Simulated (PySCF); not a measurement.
SiBrF3, SMILES F[Si](F)(F)Br. Geometry optimised at r2SCAN-D4/def2-SVP.

Computed with r2SCAN-D4/def2-SVP in PySCF.

Harmonic wavenumbers (cm⁻¹): 190, 190, 279, 319, 319, 501, 856, 1005, 1005. Rotational constants (GHz): 3.978, 1.501, 1.501; symmetry number 3.

Task: Work out the zero-point energy and the ideal-gas rigid-rotor harmonic-oscillator thermochemistry at 298.15 K and 1 atm.

Result: ZPE = ½ Σ hcν = ½ × 4664 cm⁻¹ = 6.67 kcal/mol. H − E(el) = 10.77 kcal/mol. Entropy in cal/(mol K): translation 41.21, rotation 25.79, vibration 9.63, total 76.64. G − E(el) = -12.08 kcal/mol. Cp = 19.20 cal/(mol K).
